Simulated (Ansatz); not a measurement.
As₃⁻, relaxed as a singlet with RKS B3LYP-D4/def2-TZVPD in Ansatz, starting from the GFN1-xTB geometry. Force threshold 0.02 eV/Å.

The restricted singlet is unstable towards broken spin symmetry in Hartree–Fock (as tested in another run); at B3LYP-D4/def2-TZVPD this wasn't settled. Another isomer (triplet) lies 0.82 eV lower at PBE0-D4/def2-TZVPD; other spin states weren't run for this one.

Start:

```xyz
3

As    0.510   -0.694    1.962
As    0.000    0.000    0.000
As   -0.510    0.694   -1.962
```

Problem. Estimate the energy that the relaxation releases and the steps that it takes.

Solution. 0.6 kcal/mol, in 3 steps; 6 s on 4 threads of Arm Neoverse V2 on a shared host. No frequencies were taken in this run, so the end may be a saddle point.

Problem. Does the start keep its bonding and symmetry?

Solution. By distances, no bond broke or formed. The bond that changes most is As2–As3, from 2.14 to 2.18 Å (atoms count from 1). Point group D∞h at the start, D∞h at the end, both within 0.05 Å.

Problem. Predict the relaxed structure.

Solution. 
```csv
atom,x (Å),y (Å),z (Å)
As1,0.518,-0.705,1.994
As2,0.000,0.000,0.000
As3,-0.518,0.705,-1.994
```
Bond lengths: 2 × As–As 2.18 Å.
